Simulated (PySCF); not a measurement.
C4H9F, SMILES CCCCF.

Coordinates come from a r2SCAN-D4/def2-SVP optimisation. Other conformers were not sampled.

Computed with TDA-PBE/def2-SVPD run with PySCF.

Vertical excitations. The molecule is in vacuum.

Q: Give excitation energies, oscillator strengths and character. (An estimate is asked for; the answer gives what the named calculation found.)

A: 
| state | energy (eV) | λ (nm) | f | main pairs |
|---|---|---|---|---|
| S1 | 7.71 | 161 | 0.001 | HOMO→LUMO 100 % |
| S2 | 7.90 | 157 | 0.006 | HOMO−1→LUMO 98 % |
| S3 | 8.02 | 155 | 0.013 | HOMO−2→LUMO 98 % |
| S4 | 8.13 | 153 | 0.023 | HOMO→LUMO+1 99 % |
| S5 | 8.27 | 150 | 0.048 | HOMO−1→LUMO+1 98 % |
| S6 | 8.42 | 147 | 0.005 | HOMO−2→LUMO+1 96 % |
| S7 | 8.43 | 147 | 0.007 | HOMO→LUMO+2 94 % |
| S8 | 8.55 | 145 | 0.012 | HOMO−3→LUMO 94 % |
| S9 | 8.58 | 145 | 0.051 | HOMO−1→LUMO+2 94 % |
| S10 | 8.73 | 142 | 0.026 | HOMO−2→LUMO+2 93 % |
| T1 | 7.59 | 163 | 0 | HOMO→LUMO 98 % |
| T2 | 7.72 | 161 | 0 | HOMO−1→LUMO 98 % |
| T3 | 7.86 | 158 | 0 | HOMO−2→LUMO 97 % |
| T4 | 7.98 | 155 | 0 | HOMO→LUMO+1 95 % |
Triplets are in the Tamm–Dancoff approximation.
